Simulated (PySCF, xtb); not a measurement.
1-hydroxyboretane (C3H7BO), SMILES C1CCB1O.

GFN2-xTB (xtb) at its own geometry gives an orbital gap of 5.20 eV and a dipole moment of 1.75 D.

Geometry optimised at PBE0-D3(BJ)/def2-SVP. The values are those of a single conformer.

What does PySCF with M06-2X/def2-TZVP give? (The exact figures need the calculation; the answer reports its results.)

gap 10.34 eV (levels -9.13 and 1.21 eV), dipole 1.43 D.
